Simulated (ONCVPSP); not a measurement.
**technetium (Tc): excitation energies, all-electron against ONCV**

* Element: technetium (Tc)
* Generator: ONCVPSP 4.0.1
* Type: optimised norm-conserving Vanderbilt (ONCV)
* Functional: LDA (Perdew-Zunger)
* Relativity: fully relativistic
* Frozen core: [Ar] 3d10
* Valence charge: 15
* Reference configuration: 4s2 4p6 4d5 5s2
* Partial waves: 4s+5s: rc 1.75 bohr, ncon 3, nbas 6, qcut 8 1/bohr, 2 projectors; 4p: rc 1.15 bohr, ncon 4, nbas 8, qcut 7.4 1/bohr, 2 projectors, debl 1.7 Ha; 4d: rc 1.65 bohr, ncon 4, nbas 8, qcut 6.7 1/bohr, 2 projectors, debl 3.3 Ha; f scattering state at 0.21 Ha: rc 1.45 bohr, ncon 4, nbas 8, qcut 7.8 1/bohr, 2 projectors, debl 3.5 Ha
* Local potential: polynomial inside 1.00 bohr (lpopt 5, dvloc0 4 Ha)
* Core correction: Teter function, fcfact 3.75, rcfact 1.8

Open shells are filled in proportion to 2j + 1.

Energies are relative to the spin-unpolarised reference configuration 4s2 4p6 4d5 5s2; without spin polarisation the order of configurations can differ from experiment.

```csv
valence configuration,charge,ΔE all-electron (eV),error AE − PS (meV)
4s2 4p6 4d5 5s1,+1,8.432,-0.5
4s2 4p6 4d5.5 5s1.5,0,-0.597,-1.1
```

(1) What are ΔE and the potential's error for 4s2 4p6 4d5 5s0?

(2) What are ΔE and the potential's error for 4s2 4p6 4d4 5s0?

Levels in the configuration 4s2 4p6 4d5 5s1:

```tsv
level	all-electron (eV)	pseudo (eV)
4s j=1/2	-80.987	-81.002
4p j=3/2	-52.078	-52.082
4p j=1/2	-55.073	-55.077
4d j=5/2	-14.187	-14.185
4d j=3/2	-14.484	-14.482
5s j=1/2	-11.725	-11.727
```

Answers

(1) ΔE = 23.635 eV all-electron; the error (AE − PS) is -4.2 meV.

(2) ΔE = 52.559 eV all-electron; the error (AE − PS) is -3.2 meV.
